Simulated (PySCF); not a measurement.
**Molecular orbitals of SnC**

TPSS at R = 2.011 Å; Sn def2-TZVPP with ECP28, C def2-TZVPP; scalar-relativistic core potentials (PySCF 2.14). State: ³Π (triplet), unpaired electrons σ ↑, π ↑. Only the outer orbitals are listed, counted within each symmetry, core potentials removing the inner ones.

```json
{"spin": "α", "orbital": "5σ", "occ.": "1", "ε (eV)": "-15.34", "on Sn (%)": "28", "main shells (%)": "69 C s, 21 Sn s"}
{"spin": "α", "orbital": "6σ", "occ.": "1", "ε (eV)": "-10.14", "on Sn (%)": "68", "main shells (%)": "64 Sn s, 20 C s, 12 C p"}
{"spin": "α", "orbital": "3π", "occ.": "1", "ε (eV)": "-6.21", "on Sn (%)": "30", "main shells (%)": "69 C p, 28 Sn p"}
{"spin": "α", "orbital": "7σ", "occ.": "1", "ε (eV)": "-6.20", "on Sn (%)": "41", "main shells (%)": "56 C p, 30 Sn p, 11 Sn s"}
{"spin": "α", "orbital": "3π", "occ.": "1", "ε (eV)": "-5.47", "on Sn (%)": "34", "main shells (%)": "65 C p, 33 Sn p"}
{"spin": "α", "orbital": "4π", "occ.": "0", "ε (eV)": "-2.96", "on Sn (%)": "76", "main shells (%)": "73 Sn p, 24 C p"}
{"spin": "α", "orbital": "4π", "occ.": "0", "ε (eV)": "-2.42", "on Sn (%)": "72", "main shells (%)": "68 Sn p, 28 C p"}
{"spin": "β", "orbital": "5σ", "occ.": "1", "ε (eV)": "-13.65", "on Sn (%)": "42", "main shells (%)": "53 C s, 36 Sn s"}
{"spin": "β", "orbital": "6σ", "occ.": "1", "ε (eV)": "-8.92", "on Sn (%)": "69", "main shells (%)": "57 Sn s, 30 C s, 10 Sn p"}
{"spin": "β", "orbital": "3π", "occ.": "1", "ε (eV)": "-4.90", "on Sn (%)": "56", "main shells (%)": "54 Sn p, 44 C p"}
{"spin": "β", "orbital": "3π", "occ.": "0", "ε (eV)": "-4.37", "on Sn (%)": "67", "main shells (%)": "66 Sn p, 33 C p"}
{"spin": "β", "orbital": "7σ", "occ.": "0", "ε (eV)": "-3.89", "on Sn (%)": "36", "main shells (%)": "53 C p, 32 Sn p, 11 C s"}
{"spin": "β", "orbital": "4π", "occ.": "0", "ε (eV)": "-1.98", "on Sn (%)": "52", "main shells (%)": "48 C p, 46 Sn p"}
```

Which are the highest filled and the lowest empty level, where do they sit, and how wide is the gap?

Highest filled β 3π at -4.90 eV (in %: 54 Sn p, 44 C p); lowest empty β 3π at -4.37 eV (in %: 66 Sn p, 33 C p); the gap at TPSS is 0.53 eV. Both belong to one degenerate shell, split only by its one-sided filling, so this is no excitation gap.

```
bond order (Mayer)                              : 2.13
⟨S²⟩                                            : 2.050
charge on Sn (Mulliken, basis-dependent)        : 0.35
charge on Sn (Löwdin, basis-dependent)          : 0.34
dipole moment (positive dipole means Sn(−)C(+)) : -2.63 D
```

Spin–orbit coupling is left out. The state is the lowest determinant that a PBE0 search found; another state may lie lower at other levels.
